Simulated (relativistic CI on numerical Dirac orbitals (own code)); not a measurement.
Line list: Electric-dipole lines, Tc34+

Computed by Dirac-Coulomb-Breit CI, separate exchange-only KLI orbitals for each configuration, a model potential for QED, unscaled Slater integrals (own radial code, finite nucleus).

Configuration list (outside the closed core 1s2): 2s²2p⁵, 2s2p⁶, 2p⁶3s, 2p⁶3p, 2p⁶3d, 2s²2p⁴3s, 2s²2p⁴3p, 2s²2p⁴3d, 2s2p⁵3s, 2s2p⁵3p, 2s2p⁵3d, 2s²2p⁴4s, 2s²2p⁴4p, 2s²2p⁴4d, 2s²2p⁴4f, 2s2p⁵4s. Levels of other configurations are missing.

```tsv
λ vac (nm)	Lower	Upper	A (s⁻¹)	log gf	S velocity/length
0.34155	2s²2p⁵ ²P°1/2 [2]	2s²2p⁴4d ²D3/2 [182]	7.24e+13	-0.30	0.97
0.34248	2s²2p⁵ ²P°3/2 [1]	2s²2p⁴4d ²D5/2 [133]	6.68e+13	-0.15	0.97
0.42487	2s²2p⁵ ²P°1/2 [2]	2s²2p⁴3d ²D3/2 [72]	1.51e+14	0.21	0.98
0.42567	2s²2p⁵ ²P°3/2 [1]	2s²2p⁴3d ²F5/2 [53]	1.34e+14	0.34	0.98
0.42579	2s²2p⁵ ²P°3/2 [1]	2s²2p⁴3d ²P3/2 [52]	1.67e+14	0.26	0.97
0.42637	2s²2p⁵ ²P°3/2 [1]	2s²2p⁴3d ²S1/2 [50]	1.58e+14	-0.06	0.96
0.42723	2s2p⁶ ²S1/2 [3]	2s2p⁵3d ²P°1/2 [106]	2.33e+14	0.11	0.97
0.42771	2s2p⁶ ²S1/2 [3]	2s2p⁵3d ²P°3/2 [105]	1.10e+14	0.08	0.97
0.42855	2s²2p⁵ ²P°3/2 [1]	2s²2p⁴3d ⁴F5/2 [45]	5.04e+13	-0.08	0.98
0.44120	2s²2p⁵ ²P°1/2 [2]	2s²2p⁴3d ²P1/2 [59]	2.72e+14	0.20	0.96
0.44144	2s²2p⁵ ²P°3/2 [1]	2s²2p⁴3d ²D5/2 [32]	9.89e+13	0.24	0.98
0.44186	2s²2p⁵ ²P°1/2 [2]	2s²2p⁴3d ²D3/2 [57]	2.16e+14	0.40	0.98
0.44263	2s²2p⁵ ²P°3/2 [1]	2s²2p⁴3d ²D3/2 [31]	8.61e+13	0.00	0.97
0.44372	2s²2p⁵ ²P°3/2 [1]	2s²2p⁴3d ²D5/2 [30]	1.06e+14	0.28	0.98
0.44388	2s2p⁶ ²S1/2 [3]	2s2p⁵3d ²P°3/2 [96]	1.77e+14	0.32	0.98
0.44463	2s²2p⁵ ²P°3/2 [1]	2s²2p⁴3d ²D3/2 [28]	6.16e+13	-0.14	0.97
0.44552	2s²2p⁵ ²P°3/2 [1]	2s²2p⁴3d ²P1/2 [27]	7.57e+13	-0.35	0.96
0.44785	2s2p⁶ ²S1/2 [3]	2s2p⁵3d ²P°1/2 [88]	2.02e+14	0.08	0.98
1.2589	2s²2p⁴3s ⁴P5/2 [4]	2s²2p⁴4p ⁴D°7/2 [120]	4.20e+12	-0.10	1.01
1.3053	2s²2p⁴3p ²D°5/2 [8]	2s²2p⁴4d ⁴F7/2 [127]	7.86e+12	0.21	0.99
1.3438	2s²2p⁴3p ⁴D°5/2 [33]	2s²2p⁴4d ⁴F7/2 [166]	1.05e+13	0.36	0.99
1.3448	2s²2p⁴3p ²D°5/2 [10]	2s²2p⁴4d ²F7/2 [129]	8.92e+12	0.29	0.99
1.3452	2s²2p⁴3p ²F°7/2 [37]	2s²2p⁴4d ²G9/2 [171]	1.06e+13	0.46	0.99
1.3458	2s²2p⁴3p ⁴D°7/2 [11]	2s²2p⁴4d ⁴F9/2 [130]	1.06e+13	0.46	0.99
1.3463	2s²2p⁴3p ²P°3/2 [16]	2s²2p⁴4d ²D5/2 [145]	9.45e+12	0.19	0.98
1.4354	2s²2p⁴3d ⁴D3/2 [19]	2s²2p⁴4f ⁴F°5/2 [135]	1.18e+13	0.34	0.99
1.4360	2s²2p⁴3d ⁴D5/2 [20]	2s²2p⁴4f ⁴F°5/2 [135]	9.24e+12	0.23	0.98
1.4361	2s²2p⁴3d ⁴D5/2 [20]	2s²2p⁴4f ⁴F°7/2 [134]	1.43e+13	0.55	0.99
1.4379	2s²2p⁴3d ²G7/2 [48]	2s²2p⁴4f ²H°9/2 [185]	2.06e+13	0.80	1.00
1.4406	2s²2p⁴3d ⁴F7/2 [22]	2s²2p⁴4f ²G°9/2 [136]	1.58e+13	0.69	1.00
1.4408	2s²2p⁴3d ⁴F7/2 [22]	2s²2p⁴4f ⁴F°7/2 [134]	6.43e+12	0.20	0.98
1.4441	2s²2p⁴3d ²D3/2 [31]	2s²2p⁴4f ²F°5/2 [146]	1.40e+13	0.42	0.99
1.4450	2s²2p⁴3d ⁴F7/2 [44]	2s²2p⁴4f ⁴G°9/2 [179]	2.16e+13	0.83	0.99
1.4467	2s²2p⁴3d ²G9/2 [49]	2s²2p⁴4f ²H°11/2 [187]	2.20e+13	0.92	1.00
1.4472	2s²2p⁴3d ²F7/2 [23]	2s²2p⁴4f ²G°9/2 [139]	1.67e+13	0.72	0.99
1.4481	2s²2p⁴3d ⁴F9/2 [24]	2s²2p⁴4f ⁴G°11/2 [140]	2.20e+13	0.92	1.00
1.4484	2s²2p⁴3d ⁴F5/2 [45]	2s²2p⁴4f ⁴G°7/2 [177]	1.62e+13	0.61	0.99
1.4503	2s²2p⁴3d ²D5/2 [51]	2s²2p⁴4f ²F°7/2 [192]	1.56e+13	0.59	0.99
1.4543	2s²2p⁴3d ²D5/2 [32]	2s²2p⁴4f ²F°7/2 [148]	1.98e+13	0.70	0.98
1.4543	2s²2p⁴3d ²F5/2 [46]	2s²2p⁴4f ⁴D°7/2 [181]	1.88e+13	0.68	0.99
1.4555	2s²2p⁴3d ²F5/2 [53]	2s²2p⁴4f ²G°7/2 [189]	1.36e+13	0.54	1.00
1.4572	2s²2p⁴3d ²F7/2 [55]	2s²2p⁴4f ²G°9/2 [193]	1.82e+13	0.76	1.00
1.4693	2s²2p⁴3d ²D3/2 [28]	2s²2p⁴4f ²D°5/2 [143]	1.01e+13	0.29	0.99
1.4800	2s²2p⁴3d ²D5/2 [30]	2s²2p⁴4f ²F°7/2 [141]	1.53e+13	0.60	0.99
12.974	2s²2p⁴3s ⁴P5/2 [4]	2s²2p⁴3p ⁴D°7/2 [11]	3.39e+10	-0.16	1.13
```

Terms are leading LS components. Brackets give the number of a level in order of energy, since labels repeat. The list gives strong lines, with weight on those to low levels, among the lowest 200 of 207 levels, so that lines to higher ones, which can be the strongest, are missing. Levels whose partners in the same complex of configurations lie outside the list can be far off, and so can their lines. Rates are taken at the computed energies, electric ones in the length gauge. A velocity-to-length ratio far from 1 marks an uncertain rate.

At this charge energies of transitions that change n are usually good to better than 1 %, and those within a shell (Δn = 0) to a few per cent.

LS names give the leading component of a level, which can be under half, so a name can repeat, a term be missing and a line seem to break the LS rules.
